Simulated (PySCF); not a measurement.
Computed with B3LYP-D3(BJ)/def2-TZVP run with PySCF. Gas-phase values, no solvent. B3LYP has the VWN-RPA correlation part, as in Gaussian. 

Reference species (SMILES): `CN=C=C` (neutral, multiplicity 1).

| Quantity | Result |
|---|---|
| HOMO | -6.39 eV |
| HOMO–LUMO gap | 6.31 eV |

Changed species: `CC#CN`.

Problem. What does the change do to the HOMO and HOMO–LUMO gap?

Solution. the HOMO rises by 0.55 eV, to -5.84 eV; the HOMO–LUMO gap increases by 0.10 eV, to 6.41 eV.
